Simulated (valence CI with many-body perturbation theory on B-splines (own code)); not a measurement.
Results of a calculation; reference values are marked as such.
Fe²⁰⁺: what the settings do

Method: relativistic CI+MBPT: four valence electrons over a frozen Dirac-Fock core [He], radial functions for each j: 6 s, 6 p, 5 d, 3 f, 1 g, with the one-electron correlation potential Σ1, the two-electron term Σ2, the three-electron term Σ3, Breit, model QED; selected CI, second order for the rest, scaled by the run's own slope (own B-spline code, finite nucleus).

No measured spectrum was set against this ion. As an estimate, levels of excited configurations hold to 0.05 to 0.15 % of their energy, terms of the ground configuration to about 0.5 %.

The reference run has the lowest level 2s2 2p2 3P_0 and an ionisation energy of 1689.09 eV. Its largest variational space holds 11450 state functions.

| Level | Reference (cm⁻¹) | Shift (cm⁻¹) |
| --- | --- | --- |
| 2s2 2p2 3P_1 | 73766 | +23309 |
| 2s2 2p2 3P_2 | 117359 | +27045 |
| 2s2 2p2 1D_2 | 244778 | +46161 |
| 2s2 2p2 1S_0 | 372326 | +47866 |
| 2s 2p3 5S°_2 | 486186 | +47209 |
| 2s 2p3 3D°_1 | 776917 | +41322 |
| 2s 2p3 3D°_2 | 777520 | +44953 |
| 2s 2p3 3D°_3 | 803705 | +54774 |
| 2s 2p3 3P°_0 | 916624 | +56066 |
| 2s 2p3 3P°_1 | 925255 | +59537 |
| 2s 2p3 3P°_2 | 942774 | +65278 |
| 2s 2p3 3S°_1 | 1096360 | +50140 |

The ionisation energy moves by +3.06 eV.

Problem. Which of these changes was made?
A. factor on the speed of light 1 → 0.9
B. averaging of valence orbitals over low configurations on → off
C. highest l in the core sums 6 → 7; shift of the energy in Σ1 (hartree) 0 → 6.4
D. scale of Σ1 1 → 0

Solution. A. factor on the speed of light 1 → 0.9.
